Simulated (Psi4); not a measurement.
p-cresol (C₇H₈O), singlet, geometry from GFN2-xTB. Base run: B3LYP/STO-3G (Psi4).

Input for Psi4:
```
memory 2 GB

molecule {
0 1
C    -2.83485466    0.11645217    0.39917449
C    -1.35119902    0.04253937    0.19543320
C    -0.48079655    0.69822704    1.05464705
C     0.88746555    0.65034956    0.85778854
C     1.41233797   -0.06087735   -0.21302987
O     2.75310773   -0.13806513   -0.44684273
C     0.54999479   -0.72197732   -1.08106165
C    -0.81332749   -0.66596930   -0.87292005
H    -3.32025483   -0.78818912    0.04028342
H    -3.07584159    0.25269851    1.45093519
H    -3.24713136    0.96147983   -0.15374877
H    -0.87489984    1.25504510    1.89283045
H     1.55226643    1.16616706    1.53910024
H     3.22889816    0.36194627    0.22698678
H     0.96800090   -1.27300046   -1.90846528
H    -1.47362327   -1.18409113   -1.55337055
}

set {
  basis sto-3g
}

energy('b3lyp')
print_variables()
```

The base run was repeated with changes; each row names its change, and settings that it needs were set with it.

| change | E (Eh) | dipole (D) | core-seconds (rough) | outcome |
|---|---|---|---|---|
| base | -342.41566 | 1.24 | 7 | converged |
| functional = cam-b3lyp | -342.21528 | 1.24 | 8 | converged |
| functional = svwn | ? | ? | 5 | converged |
| functional = wb97x | -342.39060 | 1.23 | 8 | converged |
| functional = tpss | -342.55202 | 1.29 | 20 | converged |
| functional = wb97x-v | - | - | - | cut at the time limit |
| functional = pbe0 | ? | 1.25 | 8 | converged |
| functional = pw6b95 | -342.88838 | 1.24 | 10 | converged |
| functional = pbe | -342.00109 | 1.32 | 8 | converged |
| functional = m11 | -341.65315 | 1.21 | 10 | converged |
| functional = hse06 | -342.10218 | 1.25 | 20 | converged |
| functional = scan | -342.31656 | 1.28 | 10 | converged |
| functional = m06 | ? | ? | 10 | converged |

Some entries are withheld; supply them.


- functional = svwn, E (Eh): -340.50686
- functional = svwn, dipole (D): 1.35
- functional = pbe0, E (Eh): -342.07360
- functional = m06, E (Eh): -342.09577
- functional = m06, dipole (D): 1.34

Total energies compare only within one method and basis.
